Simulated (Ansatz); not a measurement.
# Worked example: a bond strength in InH3 (SMILES [InH3])

InH3: 4 atoms, total charge 0, spin state singlet. As SMILES, `[InH3]`. The shape was relaxed beforehand at B3LYP/def2-SVP.

| atom | x (Å) | y (Å) | z (Å) |
| --- | --- | --- | --- |
| In | 0.0139 | -0.0151 | -0.0051 |
| H | 0.4191 | 1.5296 | 0.6843 |
| H | -1.1055 | -0.1081 | -1.3331 |
| H | 0.7281 | -1.4668 | 0.6336 |

Wanted: the dissociation energy of the H3–In1 bond into doublet H and doublet InH2 (shapes relaxed at B3LYP/def2-SVP, no zero-point term). 1 Eh = 2625.50 kJ/mol = 27.2114 eV. Totals in Eh; open shells run unrestricted unless said.

| level | program | InH3 | doublet H | doublet InH2 |
| --- | --- | --- | --- | --- |
| SVWN5/def2-TZVPP (core potential) | Ansatz | -191.539352 | -0.478344 | -190.932263 |
| PBE/def2-TZVPP (core potential) | Ansatz | -191.881641 | -0.499616 | -191.269007 |
| B2PLYP/def2-TZVPP (core potential), 4 core orbitals frozen | Ansatz | -191.669312 | -0.498613 | -191.053275 |

Task: Work out the dissociation energy at each level.

Result: 
1. SVWN5/def2-TZVPP (core potential): (-0.478344) + (-190.932263) − (-191.539352) = 0.128745 Eh = 338.0 kJ/mol = 3.50 eV.
2. PBE/def2-TZVPP (core potential): (-0.499616) + (-191.269007) − (-191.881641) = 0.113018 Eh = 296.7 kJ/mol = 3.08 eV.
3. B2PLYP/def2-TZVPP (core potential): (-0.498613) + (-191.053275) − (-191.669312) = 0.117424 Eh = 308.3 kJ/mol = 3.20 eV.

The levels span 297 to 338 kJ/mol; no measured value is set beside them. A bond enthalpy at 298 K also holds the loss of zero-point energy and thermal terms.
